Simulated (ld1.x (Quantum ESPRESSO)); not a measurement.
# gold: excitation energies, all-electron against PAW

- Element: gold (Au)
- Generator: ld1.x (Quantum ESPRESSO) 7.5
- Type: PAW
- Functional: PBEsol
- Relativity: scalar-relativistic
- Frozen core: [Kr] 4d10 4f14 5s2
- Valence charge: 17
- Reference configuration: 5p6 5d10 6s1 6p0
- Partial waves: 6s (bound): rcut 1.75, rcutus 2.05 bohr; 6s channel at 0.4 Ry: rcut 1.75, rcutus 2.05 bohr; 5p (bound): rcut 1.40, rcutus 1.60 bohr; 6p (bound, empty): rcut 1.40, rcutus 1.60 bohr; 5d (bound): rcut 1.80, rcutus 1.90 bohr; 5d channel at 3.3 Ry: rcut 1.80, rcutus 1.90 bohr; 5f channel at -0.15 Ry: rcut 1.75, rcutus 2.10 bohr; 5f channel at 2.5 Ry: rcut 1.75, rcutus 2.10 bohr
- Local potential: all-electron potential smoothed inside 1.55 bohr (lloc = -2)
- Core correction: Bessel-smoothed model core, default radius (core density twice the valence density)
- Augmentation charge: PSQ, inside the norm-conserving radii

Energies are relative to the spin-unpolarised reference configuration 5p6 5d10 6s1 6p0; without spin polarisation the order of configurations can differ from experiment.

```tsv
valence configuration	charge	ΔE all-electron (eV)	error AE − PS (meV)
5p6 5d10 6s0 6p0	+1	9.439	-3.9
5p6 5d9 6s0 6p0	+2	30.677	-7.1
5p6 5d8 6s0 6p0	+3	64.584	-25
5p6 5d9 6s1 6p0	+1	12.155	-1.6
5p6 5d7 6s0 6p0	+4	112.325	-75
5p6 5d10 6s0.5 6p0	+0.5	3.791	-1.5
5p6 5d9 6s2 6p0	0	1.673	+1.0
```

Note: ghost state, extra bound levels that the all-electron valence spectrum of the same l lacks: s at -41.6 eV. A true bound ghost makes a file unfit for plane-wave use.
